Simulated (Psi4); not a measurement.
Pair of molecules, SMILES F with SMILES [SiH4] (the first has 2 atoms); geometry from B3LYP-D3(BJ)/def2-TZVP, rigid monomers moved along the line of their centres of mass till H2···H4 is 1.59 Å.
(charge 0, multiplicity 1):
| atom | x (Å) | y (Å) | z (Å) |
|---|---|---|---|
| F | -0.2022 | -0.4294 | -0.4678 |
| H | -0.1008 | -0.7705 | 0.3912 |
| Si | -0.0465 | 0.1068 | 2.8905 |
| H | 0.0392 | -1.0454 | 1.9498 |
| H | 1.0412 | 1.0550 | 2.5758 |
| H | 0.1071 | -0.4254 | 4.2607 |
| H | -1.3649 | 0.7522 | 2.7278 |

Calculation: SAPT0/jun-cc-pV(D+d)Z run with Psi4 1.11.

Task: Give the four SAPT terms and the total, and say what mostly holds the pair together.

Result: electrostatics -114.8, exchange 326.8, induction -151.7, dispersion -67.2, total -6.9 meV; the largest attraction is induction.
